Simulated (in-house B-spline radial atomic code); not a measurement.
Functionals against NIST's ionisation energies along a row: La²⁺ to Lu²⁺

Ionisation energies as differences of self-consistent total energies from an all-electron radial atomic-structure program (B-spline basis): all electrons, radial basis limit, scalar-relativistic (one-electron X2C), spin-polarised at highest spin, spherical densities; exact exchange is averaged over the determinants of each configuration. No spin-orbit coupling, Breit or QED terms. NIST's values run from ground level to ground level, so in open shells the differences also hold multiplet and fine-structure energies that spherical high-spin averages miss. Columns give computed minus NIST, in eV; a star marks a semi-empirical value. Species are left out where the tabulated value is theory, is uncertain by more than 0.12 eV, or (13 ions, such as In⁴⁺, Te⁴⁺ and Bi⁴⁺) lies off its series for all methods alike, which flatters the means a little.

| species | shell | NIST (eV) | Hartree-Fock | LDA exchange-only | BP86 | r2SCAN | LC-wPBE | r2SCAN0 |
| --- | --- | --- | --- | --- | --- | --- | --- | --- |
| La²⁺ | 5d | 19.18 | -1.07 | -1.10 | -0.03 | -0.51 | -0.13 | -0.39 |
| Ce²⁺ | 4f | 20.20* | -2.58 | -0.55 | +0.86 | +0.27 | +0.42 | -0.08 |
| Pr²⁺ | 4f | 21.62 | -2.76 | -0.67 | +0.71 | +0.28 | +0.25 | -0.13 |
| Nd²⁺ | 4f | 22.09 ± 0.04* | -2.10 | -0.01 | +1.35 | +1.08 | +0.89 | +0.61 |
| Pm²⁺ | 4f | 22.44 ± 0.08* | -1.44 | +0.64 | +1.97 | +1.84 | +1.51 | +1.33 |
| Sm²⁺ | 4f | 23.55 ± 0.08* | -1.62 | +0.41 | +1.72 | +1.72 | +1.25 | +1.19 |
| Eu²⁺ | 4f | 24.84 ± 0.03* | -2.06 | -0.10 | +1.19 | +1.32 | +0.73 | +0.76 |
| Gd²⁺ | 5d | 20.54 ± 0.03* | -1.09 | -1.12 | -0.18 | -0.54 | -0.24 | -0.44 |
| Tb²⁺ | 4f | 21.82 ± 0.03* | -5.01 | -0.60 | +1.08 | -0.32 | +0.43 | -1.08 |
| Dy²⁺ | 4f | 22.89 ± 0.03* | -5.16 | -0.77 | +0.87 | -0.29 | +0.23 | -1.11 |
| Ho²⁺ | 4f | 22.79 ± 0.03* | -4.20 | +0.15 | +1.74 | +0.81 | +1.12 | -0.06 |
| Er²⁺ | 4f | 22.70 ± 0.03* | -3.30 | +0.97 | +2.53 | +1.81 | +1.92 | +0.89 |
| Tm²⁺ | 4f | 23.66 ± 0.03* | -3.49 | +0.67 | +2.20 | +1.67 | +1.60 | +0.73 |
| Yb²⁺ | 4f | 25.05 ± 0.03* | -4.16 | -0.12 | +1.37 | +1.03 | +0.78 | +0.06 |
| Lu²⁺ | 6s | 20.96 | -1.00 | -0.25 | +0.31 | -0.09 | -0.12 | -0.18 |

(1) How do the methods rank, and which species is hardest?

Results:

(1) Mean absolute (signed) differences: LDA exchange-only 0.54 (-0.16) eV; r2SCAN0 0.60 (+0.14) eV; LC-wPBE 0.77 (+0.71) eV; r2SCAN 0.91 (+0.67) eV; BP86 1.21 (+1.18) eV; Hartree-Fock 2.74 (-2.74) eV. For Er²⁺, which loses a 4f electron, the nearest method is off by +0.89 eV, the largest such miss. Hartree-Fock comes too low mainly by the correlation energy of the removed electron.
